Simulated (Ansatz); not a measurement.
BClGeH₄Si (`Cl[SiH]1[BH][GeH2]1`). Total charge 0; spin multiplicity 1.

Cartesian coordinates in Å:
```
Cl 1.2736 -0.4674 -3.1243
Si 0.7561 -0.1585 -1.1737
B -0.9391 -0.0971 -0.4135
Ge -0.5191 0.2135 1.4373
H 2.0214 0.0137 -0.4247
H -2.0206 -0.2193 -0.8867
H 0.9186 0.3571 1.9634
H -1.4908 0.3579 2.6222
```

(1) List the harmonic frequencies (cm⁻¹, unscaled) at PBE0-D4/def2-TZVP in Ansatz. (An estimate is asked.)

(2) Is this a minimum?

(3) Give the ideal-gas thermochemistry at 298.15 K and 1 bar (rigid rotor, harmonic oscillator; point group Cs, symmetry number 1).

Results:

(1) The calculation gave: 18, 118, 186, 319, 422, 439, 500, 554, 694, 695, 747, 827, 888, 923, 2137, 2156, 2258, 2702.

(2) Yes, all 18 modes are real.

(3) Zero-point energy 99.2 kJ/mol; H(298) − E = 119.8 kJ/mol; entropy 361.6 J/(mol·K), of which translation 171.4, rotation 115.6, vibration 74.6; G(298) − E = 12.0 kJ/mol. Modes under 100 cm⁻¹ are hindered rotations or soft bends, so the harmonic entropy is rough.
